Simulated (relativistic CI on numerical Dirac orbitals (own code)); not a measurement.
## One change at a time: Pb80+

Base calculation: Dirac-Coulomb-Breit CI, orbitals from a KLI potential per configuration, model QED (radiative potential, 1s self-energy scaled to tabulated hydrogen-like ionisation energies), unscaled Slater integrals.

CI space: 1s², 1s2s, 1s2p, 1s3s, 1s3p, 1s3d, 1s4s, 1s4p, 1s4d, 1s4f, 1s5s, 1s5p, 1s5d, 1s5f, 1s5g, 1s6s, 1s6p, 1s6d, 2s². Levels of other configurations are missing.

Variants: (1) valence Slater integrals scaled by 0.9; (2) QED terms removed; (3) one mean potential for all configurations. Shifts of the energy above 1s² ¹S0, in eV, for the lowest level and the first level of each name with at least 55 % of one term (blank where a level changes its place among those of its configuration and J or its character, or is not in the variant):

| Level | Base | Δ(1) | Δ(2) | Δ(3) |
| --- | --- | --- | --- | --- |
| 1s² ¹S0 | 0.0 | 0.0 | 0.0 | 0.0 |
| 1s2s ³S1 | 73966.0 | +3.6 | +141.6 | -2.1 |
| 1s2p ³P°1 | 74097.6 | -0.4 | +168.9 | -2.3 |
| 1s2s ¹S0 | 74157.8 | -10.8 | +141.6 | -0.5 |
| 1s2p ³P°0 | 74162.4 | +2.1 | +168.9 | -2.5 |
| 1s2p ³P°2 | 76623.7 | +1.6 | +167.4 | -2.2 |
| 1s2p ¹P°1 | 76680.3 | -2.9 | +167.4 | -2.0 |
| 1s3s ³S1 | 88466.3 | +0.9 | +164.3 | -2.0 |
| 1s3p ³P°1 | 88500.8 | -0.2 | +172.3 | -2.2 |
| 1s3s ¹S0 | 88517.3 | -2.8 | +164.1 | -1.8 |
| 1s3p ³P°0 | 88517.5 | +0.5 | +172.3 | -2.4 |
| 1s3p ³P°2 | 89253.6 | +0.5 | +171.8 | -2.1 |
| 1s3d ³D2 | 89263.1 | 0.0 | +173.5 | -2.1 |
| 1s3d ³D1 | 89268.9 | 0.0 | +173.5 | -2.1 |

At this charge energies of transitions that change n are usually good to better than 1 %, and those within a shell (Δn = 0) to a few per cent.

Ionisation energy from the two ground configurations alone: base 99486.4 eV; QED terms removed 99660.5 eV. The NIST ASD value (theoretical) is 99491.8 eV.

LS names give the leading component of a level, which can be under half, so a name can repeat, a term be missing and a line seem to break the LS rules.
